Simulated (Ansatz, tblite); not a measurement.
Cost and result up the ladder for the cluster Cd₃⁻ (3 atoms). Total charge -1; doublet. Geometry: r2SCAN/def2-TZVPD.

```xyz
3

Cd    1.025   -0.682   -1.181
Cd    0.598    1.193    1.063
Cd   -1.623   -0.511    0.118
```

Ansatz on 4 threads of Arm Neoverse V1 on a shared host; xTB runs through tblite on one thread. Times are rough, summed over both states, and most runs start from the orbitals of an earlier one. CCSD(T)/def2-TZVPD serves as the yardstick here, not as an exact answer. The other state is a singlet.

In the def2 sets Cd takes a core potential; there is no spin–orbit coupling. The xTB rows come from tblite. Correlated methods freeze no core orbitals; core or outer-core shells of Cd are correlated, in sets that lack core-valence functions. The structure comes from a short search, and lower isomers may exist.

Correlated methods converge slowly with the basis.

Raw xTB energies of ions are shifted by several eV, and xTB has no spin-polarisation term.

```csv
level,functions,wall time
GFN1-xTB,12,0.002 s
GFN2-xTB,12,0.004 s
PBE/def2-TZVPD,120,2.9 s
r2SCAN/def2-TZVPD,120,7.8 s
CCSD(T)/def2-TZVPD,120,87 s
```

Problem. Estimate what each level gives for the vertical IE (eV).

Solution. 
```tsv
level	vertical IE (eV)	difference from CCSD(T)/def2-TZVPD (eV)	remarks
GFN1-xTB	5.41	5.05	–
GFN2-xTB	-1.77	-2.13	–
PBE/def2-TZVPD	0.49	0.13	HOMO above zero (-1 doublet)
r2SCAN/def2-TZVPD	0.62	0.26	HOMO above zero (-1 doublet)
CCSD(T)/def2-TZVPD	0.36	0.00	–
```
